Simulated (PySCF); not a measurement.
# Correlation energy of Sb²⁺ (antimony, charge +2)

[Kr] 4d10 5s2 5p1, 2P determinant. Computed with PySCF 2.14 in aug-cc-pVTZ-PP with one added diffuse shell each of d, f type with ECP28MDF (6s5p5d3f, 67 functions), with a scalar-relativistic core potential. Frozen: 4s2 4p6 4d10; 3 electrons correlated.

```csv
level,correlation energy (mhartree)
CCSD,-46.03
(T),-0.61
CCSD(T),-46.64
```

Diagnostics: T1 = 0.0086, D1 = 0.0199, largest double amplitude 0.095.

Task: Is a single reference adequate?

Result: Mostly. T1 lies below 0.03, but a double amplitude of this size points to a near-degeneracy that CCSD handles and MP2 describes poorly.
